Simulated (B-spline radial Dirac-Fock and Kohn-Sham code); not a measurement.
## K-line shifts caused by a second vacancy in Sn²⁸⁺

System: tin as Sn²⁸⁺, configuration [Ar] 3d4.

Input file task.json (cfg lists n, l and occupation; rrms is the nuclear radius in fm):

```json
{"items": [{
  "Z": 50,
  "q": 28,
  "cfg": [[1, 0, 2], [2, 0, 2], [2, 1, 6], [3, 0, 2], [3, 1, 6], [3, 2, 4]],
  "A": 120,
  "rrms": 4.6519,
  "do": ["binding", "quiet", "double"]
}]}
```

Run with: `python xray_run.py task.json out`

Calculated with a B-spline atomic structure program, using Dirac-Fock energy differences between relaxed states, corrected for Breit and QED terms. Each two-hole energy is an average over J within one jj subconfiguration, not an observable level; in light atoms, where LS coupling holds, the j-resolved values are not observed lines, and for a K spectator the Kα1 hypersatellite is nearly forbidden. Correlation and solid-state effects are left out.

Lines without a spectator: Kα2 (K-L2) 25067.1 eV, Kα1 (K-L3) 25297.3 eV, Kβ3 (K-M2) 28643.3 eV, Kβ1 (K-M3) 28693.3 eV. Shifts in eV with one spectator hole (a dash: not computed, or left out as unreliable):

```csv
spectator hole,Kα2,Kα1,Kβ3,Kβ1
L2 (2p1/2),+67.1,+84.3,–,+182.9
L3 (2p3/2),+65.6,+66.1,+162.7,–
M2 (3p1/2),–,+13.37,+32.9,+38.0
M3 (3p3/2),+10.34,–,+33.5,+33.0
```

Question: Where does the K-L3 hypersatellite lie, emitted when both K electrons are missing?

Answer: +597.7 eV from the normal line, at 25895.0 eV. Removing both K electrons costs 61786.1 eV, which is 856.7 eV more than twice the K binding energy.

With n spectator holes in 2p, averaged over the 2p shell (energies in eV):

```csv
n,KαLⁿ,step,hypersatellite KαʰLⁿ
0,25220.6,–,25812.0
1,25291.4,+70.9,25884.5
2,25363.8,+72.4,25958.4
3,25437.6,+73.8,26033.8
4,25512.9,+75.3,26110.7
5,25589.7,+76.8,26189.1
```
